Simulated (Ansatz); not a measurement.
Species: C$_{10}$H$_{12}$Si, SMILES `[SiH3]c1ccc(/C=C/C=C)cc1` (C–C–C–C torsion 180°, C–C–C–C torsion -2°) (charge 0, multiplicity 1), formula C10H12Si.

Question: How many basis functions does frozen-core CCSD(T)/cc-pVDZ // B3LYP-D3(BJ)/def2-SVP run with Ansatz (a program for electronic structure) use, how many core orbitals are frozen, and how many electrons are correlated?

Answer: 218 basis functions and 15 frozen orbitals, which leaves 56 correlated electrons. Core time is of the order of minutes.
